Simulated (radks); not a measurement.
Ionisation ladder of calcium, from Ca to Ca2+. Each ion is in the ground configuration listed by NIST, and IE = E(next ion) - E(this ion). All-electron calculation, non-relativistic Kohn-Sham, SCAN, spin-unpolarised, spherical densities, point nucleus; meta-GGA in the generalised Kohn-Sham scheme. Program: a radial shooting solver on a logarithmic mesh with Libxc functionals.

| species | configuration | E (hartree) | IE, Delta-SCF (eV) | -e(HOMO) (eV) | HOMO | <r> HOMO (bohr) | IE, NIST (eV) | kind | error (eV) |
|---|---|---|---|---|---|---|---|---|---|
| Ca | [Ar] 4s2 | -677.62034 | 6.331 | 3.828 | 4s | 4.08 | 6.113 | exp. | +0.217 |
| Ca+ | [Ar] 4s1 | -677.38769 | 11.238 | 8.856 | 4s | 3.70 | 11.872 | exp. | -0.634 |
| Ca2+ | [Ar] | -676.97472 | 51.907 | 43.779 | 3p | 1.26 | 50.913 | exp. | +0.994 |

Reference values: NIST Atomic Spectra Database (exp. = measured, semi-emp. = semi-empirical, theory = theoretical value adopted there). The ionisation energy per charge of the ion left behind rises most, in proportion, at Ca2+ ([Ar]), from 5.619 to 17.302 eV. Against the entries that are not theoretical the mean signed error is +0.1 % and the largest -5.3 %. Spin polarisation and multiplet splitting are left out, so open shells lie too high by an amount that depends on their filling.

Beside tabulated values, note that spin-unpolarised runs miss the spin-polarisation part of the exchange energy of open shells.
